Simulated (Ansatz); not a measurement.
The cluster Si7Au⁻: single points at one geometry.

```yaml
crystal:
  periodic: [false, false, false]
  atoms:
    - {symbol: Au, position_ang: [1.802599, 0.429448, -1.170440]}
    - {symbol: Si, position_ang: [-1.623005, 1.676592, -0.581610]}
    - {symbol: Si, position_ang: [-1.099738, -0.265211, 0.859339]}
    - {symbol: Si, position_ang: [1.112396, -1.338912, 0.487036]}
    - {symbol: Si, position_ang: [0.683204, 0.073071, 2.397857]}
    - {symbol: Si, position_ang: [-0.784047, -2.160584, -0.703470]}
    - {symbol: Si, position_ang: [-0.549491, -0.061531, -1.872150]}
    - {symbol: Si, position_ang: [0.458092, 1.647128, 0.583417]}
basis:
  gaussian: {orbitals: def2-TZVP, initial_orbitals: start.molden}
total_charge: -1
magnetization: {spin_polarized: true, initial_magnetization: 2}
hamiltonian: {xc: pbe, dispersion: d4}
scf: {omitted_lower_state_checks: [starts]}
output: {orbitals: {seedname: orbitals}}
```

The file start.molden holds the orbitals of an earlier run on this structure, at another level or in another basis.

```sh
$ ansatz run in.yaml --threads 6 --pin off --events-out ev --progress --plain --max-ram 7833MiB
```

Output, abridged:

```
Functional definition: PBE
2122 factors; their error is unknown
mean field evaluation 1: about -58814.3716 eV, gradient 1.2e1 eV
mean field evaluation 2: about -58814.5870 eV, gradient 3.4e-1 eV
mean field evaluation 4: about -58814.5429 eV, gradient 3.4e-2 eV
mean field evaluation 8: about -58814.5429 eV, gradient 5.1e-5 eV
mean field -58814.54292139 eV, -2161.3945864321 hartree, gradient 2.5e-5 eV, S^2 2.009032; 0 other end points of the search recorded, 0 dependent functions left out
reference -58814.54295786 eV, -2161.3945877722 hartree; 60, 58 occupied and 239, 241 virtual orbitals, 2122 factors
Total energy: -58815.49510882 eV, -2161.4295786745 hartree
Checks for a lower state left out: starts
```

Hardware: 6 threads of Intel Xeon on a shared host. Wall time 9 s, peak host memory 0.83 GiB.

First input, but with `hamiltonian: {xc: {name: CAM-B3LYP}, dispersion: d4}` (abridged; 32 s):

```
Functional definition: CAM-B3LYP
mean field -58837.28880831 eV, -2162.2304823587 hartree, gradient 2.4e-5 eV, S^2 2.037416
Total energy: -58838.17503725 eV, -2162.2630506715 hartree
Checks for a lower state left out: starts
```

First input, but with `gaussian: {orbitals: def2-TZVP}`, `hamiltonian: {xc: pbe0, dispersion: d4}` (abridged; 25 s):

```
Functional definition: PBE0
mean field evaluation 16: about -58817.3439 eV, gradient 7.5e-3 eV
mean field -58817.34391737 eV, -2161.4975211359 hartree, gradient 3.1e-5 eV, S^2 2.023953
Total energy: -58818.16814393 eV, -2161.5278109032 hartree
Checks for a lower state left out: starts
```

Geometry: PBE0-D4/def2-SVP, that of the neutral doublet.

In the def2 sets Au takes a core potential; there is no spin–orbit coupling. At PBE0-D4/def2-TZVP a singlet of charge -1 lies 0.23 eV below the triplet, each at its own geometry. The structure comes from a short search, and lower isomers may exist.
